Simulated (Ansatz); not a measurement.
Ansatz (a quantum-chemistry and plane-wave program) input (B2PLYP/def2-TZVPD):

Ansatz 0.2 input:
```yaml
crystal:
  periodic: [false, false, false]
  atoms:
    - {symbol: C, position_ang: [-1.07726718, 0.31070560, -0.28901821]}
    - {symbol: S, position_ang: [0.51175678, -0.09098563, 0.09072573]}
    - {symbol: H, position_ang: [-1.72450539, -0.40846356, 0.28249763]}
basis:
  gaussian:
    orbitals: def2-TZVPD
hamiltonian:
  xc: {name: B2PLYP}
total_charge: -1
magnetization: {spin_polarized: false}
correlation: {electrons: outside_noble_gas}
```

Output:

```
Functional definition: B2PLYP
integrals: 0.04 GiB planned
584 factors; integrals over basis functions are off by at most 1.5e-3 eV
mean field: 0.23 GiB planned
mean field evaluation 1: about -11879.4709 eV, gradient 1.4e1 eV
mean field evaluation 2: about -11879.4724 eV, gradient 1.4e1 eV
mean field evaluation 4: about -11880.1277 eV, gradient 2.9e0 eV
mean field evaluation 8: about -11880.1573 eV, gradient 1.0e-1 eV
mean field evaluation 16: about -11880.1574 eV, gradient 2.5e-5 eV
mean field -11880.15741051 eV, -436.5877321765 hartree, gradient 1.0e-6 eV, S^2 0.000000; 0 other end points of the search recorded, 0 dependent functions left out; unrestricted orbitals would lower it
6 core orbitals not correlated
reference -11880.15753488 eV, -436.5877367469 hartree; 6, 6 occupied and 80, 80 virtual orbitals, 584 factors
second order -11.39969539 eV of doubles, -0.00000000 eV of singles
Total energy: -11883.23545264 eV, -436.7008481381 hartree
```

It need not be the lowest isomer of its formula. Whether it binds its extra electron was not tested at this geometry.
